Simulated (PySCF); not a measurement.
AlSiH5O2

AlSiH5O2 is a small molecule, neutral, singlet. The structure, one conformer, was relaxed in the gas phase by PBE0-D3(BJ)/def2-SVP. No frequency run checks that it is a minimum.

SMILES: [OH][Al]([OH])[SiH3]

| atom | x (Å) | y (Å) | z (Å) |
| --- | --- | --- | --- |
| O1 | -1.749 | -0.620 | -1.012 |
| Al2 | -0.347 | 0.225 | -0.552 |
| O3 | 0.243 | 1.591 | -1.377 |
| Si4 | 0.878 | -0.568 | 1.385 |
| H5 | -2.344 | -0.462 | -1.746 |
| H6 | -0.105 | 2.044 | -2.146 |
| H7 | 2.198 | -1.156 | 0.984 |
| H8 | 1.160 | 0.548 | 2.342 |
| H9 | 0.110 | -1.625 | 2.115 |

Shieldings: GIAO PBE0/pcSseg-2. Shifts are against computed references at the same level: H TMS (σ 31.24 ppm), Si TMS (σ 341.3 ppm). Core levels by delta-SCF with SCAN, pcX-2 on the ionised atom and pcseg-1 elsewhere, spin-free X2C (2p3/2 is the spin-free 2p value less a third of a first-order spin-orbit splitting); from the vacuum level, for chosen atoms.

Q: Give the NMR and core-level values of the distinct atoms.

A: 
| atoms | bonded to | σ (ppm) | δ (ppm) | core level (eV) |
| --- | --- | --- | --- | --- |
| O1 | 1 Al + 1 H | 274.0 | - | 1s 537.97 |
| Al2 | 2 O + 1 Si | 431.1 | - | 2p3/2 80.45 |
| O3 | 1 Al + 1 H | 275.7 | - | 1s 537.97 |
| Si4 | 1 Al + 3 H | 481.4 | -140.1 | 2p3/2 106.35 |
| H5 | 1 O | 29.66 | 1.58 | - |
| H6 | 1 O | 29.68 | 1.57 | - |
| H7 H8 H9 | 1 Si | 28.05 | 3.20 | - |

Values are those of this one static structure, with the three H of a rotating XH3 group averaged; atoms that internal rotation interchanges would show their mean in an NMR spectrum.

Q: By CAM-B3LYP/def2-SVPD (TDDFT singlets, Tamm-Dancoff triplets, ionisation by delta-SCF), where does absorption start, and what does vertical ionisation take?

A: The lowest singlet lies at 6.44 eV (f 0.061), the strongest of the first 6 at 6.81 eV (f 0.270), the lowest triplet at 5.19 eV; vertical ionisation takes 10.41 eV.
